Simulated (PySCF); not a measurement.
SiBr2Cl2, SMILES Cl[Si](Cl)(Br)Br.

Geometry: B3LYP-D3(BJ)/def2-SVP.

Computed with TDDFT-M06-2X/def2-SVPD (PySCF).

Vertical excitations. Isolated molecule, no solvent. State labels are in the subgroup C2v.

```csv
state,symmetry,energy (eV),λ (nm),f,main pairs
S1,B1,6.07,204,0.008,HOMO→LUMO 92 %
S2,A2,6.20,200,0.000,HOMO−1→LUMO 91 %
S3,B2,6.41,193,0.013,HOMO−2→LUMO 89 %
S4,A1,6.76,183,0.027,HOMO−3→LUMO 78 %
S5,B2,7.31,170,0.027,HOMO−5→LUMO 81 %
S6,B1,7.46,166,0.116,HOMO−4→LUMO 84 %
S7,A2,7.49,166,0.000,"HOMO−6→LUMO 54 %, HOMO→LUMO+3 21 %"
S8,A2,7.66,162,0.000,"HOMO→LUMO+3 59 %, HOMO−1→LUMO+2 16 %"
S9,A1,7.68,162,0.028,"HOMO−7→LUMO 49 %, HOMO→LUMO+1 18 %, HOMO−3→LUMO 8 %, HOMO−2→LUMO+3 8 %"
S10,B1,7.88,157,0.001,"HOMO−1→LUMO+3 48 %, HOMO→LUMO+2 30 %"
T1,B1,5.71,217,0,HOMO→LUMO 89 %
T2,A2,5.87,211,0,HOMO−1→LUMO 87 %
T3,B2,6.04,205,0,HOMO−2→LUMO 84 %
T4,A1,6.32,196,0,"HOMO−3→LUMO 77 %, HOMO→LUMO+1 14 %"
```
Triplets are in the Tamm–Dancoff approximation, which puts them higher than full response would, so one can lie above its singlet here.
